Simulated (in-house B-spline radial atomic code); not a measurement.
The outermost shell (largest non-relativistic mean radius) with and without relativity; Dirac values are averaged over j. Computed with a radial B-spline atomic code at the basis-set limit: non-relativistic Hartree-Fock and Dirac-Hartree-Fock, averages of the configuration (point nuclei without relativity, finite nuclei with it).

| ion | configuration | outermost shell | radius non-relativistic (bohr) | radius Dirac (bohr) | radius change (%) | level non-relativistic (eV) | level Dirac (eV) | spin-orbit splitting (eV) |
| --- | --- | --- | --- | --- | --- | --- | --- | --- |
| Ag5+ | [Kr] 4d6 | 4d | 1.1491 | 1.1558 | 0.58751 | -86.900 | -85.993 | 0.77729 |
| Cd5+ | [Kr] 4d7 | 4d | 1.1056 | 1.1119 | 0.56978 | -90.505 | -89.549 | 0.90408 |
| In5+ | [Kr] 4d8 | 4d | 1.0656 | 1.0715 | 0.55311 | -94.105 | -93.098 | 1.0446 |
| Sn5+ | [Kr] 4d9 | ? | ? | ? | ? | ? | ? | ? |
| Sb5+ | [Kr] 4d10 | 4d | 0.99462 | 0.99982 | 0.52242 | -101.299 | -100.18 | 1.3705 |
| Te5+ | [Kr] 4d10 5s1 | 5s | 1.9116 | 1.8481 | -3.3193 | -66.787 | -69.168 | - |
| I5+ | [Kr] 4d10 5s2 | ? | ? | ? | ? | ? | ? | ? |
| Xe5+ | [Kr] 4d10 5s2 5p1 | ? | ? | ? | ? | ? | ? | ? |
| Cs5+ | [Kr] 4d10 5s2 5p2 | 5p | 1.8399 | 1.8167 | -1.2582 | -67.687 | -68.315 | 2.2941 |
| Ba5+ | [Kr] 4d10 5s2 5p3 | 5p | 1.7648 | 1.742 | -1.2924 | -71.340 | -72.024 | 2.6739 |

Q: Fill in the row of Sn5+.

A: outermost shell: 4d; radius non-relativistic (bohr): 1.0286; radius Dirac (bohr): 1.0341; radius change (%): 0.53727; level non-relativistic (eV): -97.703; level Dirac (eV): -96.643; spin-orbit splitting (eV): 1.1997.

Q: Fill in the row of I5+.

A: outermost shell: 5s; radius non-relativistic (bohr): 1.8362; radius Dirac (bohr): 1.7746; radius change (%): -3.3536; level non-relativistic (eV): -69.993; level Dirac (eV): -72.515.

Q: Fill in the row of Xe5+.

A: outermost shell: 5p; radius non-relativistic (bohr): 1.9224; radius Dirac (bohr): 1.8988; radius change (%): -1.228; level non-relativistic (eV): -64.072; level Dirac (eV): -64.649; spin-orbit splitting (eV): 1.952.

Q: Which member changes most?

A: Iodine (I5+): its 5s shell contracts by 3.4 %.
